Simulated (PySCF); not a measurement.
HgBr, SMILES [Hg+][Br], charge +1.

Geometry: PBE-D3(BJ)/def2-TZVP. The spin state was assumed, not searched. The def2 effective core potentials stand for the cores of Hg; spin–orbit coupling is left out.

Computed with PBE-D3(BJ)/def2-TZVP run with PySCF.

Frequencies are harmonic and unscaled.

Computed vibrational spectrum:
```json
[
 {"mode": "1", "ν (cm⁻¹)": "237", "IR (km/mol)": "0.0", "moving atoms (share of kinetic energy)": "Br 72 %, Hg 28 %"}
]
```
